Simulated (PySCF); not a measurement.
Problem. What does the PBE0-D3(BJ)/def2-SVP structure of In(SiH3)3 (`[SiH3][In]([SiH3])[SiH3]`) look like in three dimensions?

Solution. 
```
atom  x, y, z in Å
In1   -0.001   -0.012    0.012
Si2    2.593    0.013   -0.028
H3     3.179    1.388    0.045
H4     3.089   -0.627   -1.290
H5     3.145   -0.781    1.118
Si6   -1.298    2.236    0.018
H7    -0.810    3.123    1.124
H8    -2.778    2.082    0.172
H9    -1.048    2.958   -1.272
Si10  -1.290   -2.264    0.025
H11   -0.404   -3.469   -0.052
H12   -2.244   -2.324   -1.129
H13   -2.103   -2.375    1.280
```

Orientation and origin are arbitrary. Atoms count from 1 in this order. The 4 heavy atoms lie in one plane (0.003 Å rms). In1 (indium bonded to 3 Si) is planar (angles 120.3°, 120.2° and 119.4°, sum 360.0°, 0.01 Å off the plane of its three neighbours). All 3 In–Si bonds measure 2.594 to 2.596 Å. Si2 (silicon bonded to In and 3 H) is distorted tetrahedral (angles from 107.2° to 113.6°).

Bonds between heavy atoms (Å): In1–Si2 2.594, In1–Si6 2.596, In1–Si10 2.595.

Method used: PBE0-D3(BJ)/def2-SVP geometry optimisation, gas phase, def2 core potentials past Kr in PySCF 2.14.0.

Point group: near C3, missed by 0.21 Å at most; the miss may be what the optimiser left on a soft mode. Not checked by PBE0-D3(BJ)/def2-SVP frequencies.

On one thread of an AMD EPYC 7B13, shared host, this took 47 s wall and 0.51 GiB of memory at its peak. These figures are those of the optimisation.
